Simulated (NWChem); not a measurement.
Species: CH₃F₂Ga; SMILES [CH3][Ga]([F])[F]

```xyz
7

Ga    -0.0008     0.0119     0.0011
F     -1.4333     1.0133    -0.0009
F      1.4459     0.9928    -0.0009
C     -0.0121    -1.9228    -0.0004
H      0.6155    -2.2977     0.8206
H      0.4064    -2.2881    -0.9497
H     -1.0372    -2.2989     0.1144
```
Atoms are numbered in this order, from 1.

Coordinates come from a PBE0/def2-SVP optimisation.

List the 6 lowest vertical singlet excitations from PBE/6-31G* (spherical d), full TDDFT (NWChem).


| state | energy (eV) | oscillator strength | leading excitation (squared amplitude) |
|---|---|---|---|
| S1 | 6.61 | 0.012 | HOMO → LUMO+1 (0.98) |
| S2 | 6.73 | 0.017 | HOMO−1 → LUMO (0.94) |
| S3 | 6.75 | 0.133 | HOMO → LUMO (0.87) |
| S4 | 6.84 | 0.000 | HOMO−2 → LUMO (0.69) |
| S5 | 6.88 | 0.000 | HOMO−1 → LUMO+1 (0.70) |
| S6 | 7.44 | 0.043 | HOMO−3 → LUMO (0.97) |
